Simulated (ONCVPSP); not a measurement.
**Transferability test, ONCV potential for selenium**

Se, optimised norm-conserving Vanderbilt (ONCV), made with ONCVPSP 4.0.1 (PBE, scalar-relativistic). Core [Ne], reference 3s2 3p6 3d10 4s2 4p4. Waves: 3s+4s: rc 1.05 bohr, ncon 5, nbas 9, qcut 10.8 1/bohr, 3 projectors, debl 2.2 Ha; 3p+4p: rc 1.10 bohr, ncon 3, nbas 7, qcut 14.3 1/bohr, 2 projectors; 3d: rc 0.75 bohr, ncon 3, nbas 7, qcut 16.6 1/bohr, 2 projectors, debl 3.3 Ha; f scattering state at 0.36 Ha: rc 1.05 bohr, ncon 4, nbas 8, qcut 9.9 1/bohr, 2 projectors, debl 3.8 Ha. Local part: polynomial inside 0.65 bohr (lpopt 4, dvloc0 2 Ha). Core correction: none.

Energies are relative to the spin-unpolarised reference configuration 3s2 3p6 3d10 4s2 4p4; without spin polarisation the order of configurations can differ from experiment.

```
valence configuration  charge  ΔE all-electron (eV)  error AE − PS (meV)
 3s2 3p6 3d10 4s2 4p3      +1                10.845                 -0.9
 3s2 3p6 3d10 4s2 4p2      +2                31.194                 -2.8
 3s2 3p6 3d10 4s2 4p1      +3                62.062                 -5.7
 3s2 3p6 3d10 4s1 4p5       0                10.882                 -0.6
```

Levels in the configuration 3s2 3p6 3d10 4s2 4p2:

```
level  all-electron (eV)  pseudo (eV)
   3s           -236.263     -236.269
   3p           -175.723     -175.715
   3d            -75.815      -75.825
   4s            -37.635      -37.635
   4p            -25.464      -25.463
```
